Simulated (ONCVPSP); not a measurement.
# Before and after: ONCV potential for germanium

Ge, optimised norm-conserving Vanderbilt (ONCV), made with ONCVPSP 4.0.1 (LDA (Perdew-Wang 92), scalar-relativistic). Core [Ar], reference 3d10 4s2 4p2. Waves: 4s: rc 1.90 bohr, ncon 5, nbas 9, qcut 2.7 1/bohr, 2 projectors, debl 2.6 Ha; 4p: rc 2.30 bohr, ncon 3, nbas 7, qcut 4.2 1/bohr, 3 projectors, debl 0.9 Ha; 3d: rc 0.90 bohr, ncon 4, nbas 9, qcut 14.2 1/bohr, 2 projectors, debl 1.7 Ha. Local part: polynomial inside 0.85 bohr (lpopt 5, dvloc0 2 Ha). Core correction: none.

Change: local potential polynomial inside 0.85 bohr (lpopt 5, dvloc0 8 Ha).

Cutoffs: the cutoffs (Ha) at which the residual kinetic energy of the hardest occupied pseudo-wave falls to 1 and 0.1 mHa per electron; they do not see the model core or the augmentation charge, which bear on the density cutoff. Errors are all-electron minus pseudo energies relative to the spin-unpolarised reference configuration.

**Question.** What does the change do?

**Answer.** The potential gets neither clearly harder nor softer (100 Ha and 345 Ha → 100 Ha and 345 Ha); the bound ghost in s disappears; the lowest positive-energy flag moves from p at 143.2 eV to s at 59.7 eV; of the 4 tests that both files solve, the error grows in 0 and shrinks in 3 by more than 15 % and 0.3 meV (median size 22.0 → 15.6 meV); the range in which the s phases agree narrows (upper end at the end of the scan → 3.8). In the separable form a ghost depends on how the local part lies against the semilocal potential of the channel, so the choice of the local part can create or remove one.

| quantity | base | changed |
| --- | --- | --- |
| cutoff, loose | 100 Ha | 100 Ha |
| cutoff, tight | 345 Ha | 345 Ha |
| bound ghosts | s | none |
| GHOST(+) flags under 300 eV | p at 143.2 eV | s at 59.7 eV, p at 183.2 eV |
| error for 3d10 4s2 4p1, meV [ΔE 7.63 eV] | -2.5 | -1.8 |
| error for 3d10 4s2 4p0, meV [ΔE 23.34 eV] | -16 | -11 |
| error for 3d10 4s1 4p0, meV [ΔE 58.56 eV] | -28 | -20 |
| error for 3d9 4s2 4p2, meV [ΔE 38.95 eV] | -246 | -218 |
| s: phases at 1.93 bohr within 0.05 rad from the reference energy up to (Ha; the scan ends near 5) | to the end of the scan | 3.8 |
| p: phases at 2.34 bohr within 0.05 rad from the reference energy up to (Ha; the scan ends near 5) | to the end of the scan | to the end of the scan |
| d: phases at 0.91 bohr within 0.05 rad from the reference energy up to (Ha; the scan ends near 5) | to the end of the scan | to the end of the scan |

 A true bound ghost makes a file unfit for plane-wave use even where its test errors are small: the radial tests pick states by their node count and pass the ghost by.
